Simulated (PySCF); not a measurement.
Atoms are numbered as in `[SiH3:1][SiH2:2][SiH2:3][SiH3:4]` (H(Xn): hydrogen on atom n).

Geometry: PBE0-D3(BJ)/def2-TZVP; GIAO absolute shieldings from PySCF 2.14.0 with density-fitted response routines, gas phase, non-relativistic, averaged over equivalent atoms.

At KT3/pcSseg-2 (312 basis functions, 51 s wall time on 1 thread of an Arm Neoverse V1, shared host):
| atoms | σ (ppm) |
| --- | --- |
| Si1/Si4 | 463.7 |
| Si2/Si3 | 471.2 |
| H(Si1)/H(Si4) | 27.91 |
| H(Si2)/H(Si3) | 27.91 |

What do these become at PBE0/pcSseg-2?

Results:


| atoms | σ at PBE0/pcSseg-2 | change |
| --- | --- | --- |
| Si1/Si4 | 451.6 | -12.1 |
| Si2/Si3 | 462.0 | -9.2 |
| H(Si1)/H(Si4) | 27.70 | -0.21 |
| H(Si2)/H(Si3) | 27.75 | -0.16 |

The largest change is at Si1/Si4 (silicon bonded to Si, 3 H). Cost: 312 basis functions, 46 s wall time on 1 thread of an Arm Neoverse V1, shared host.
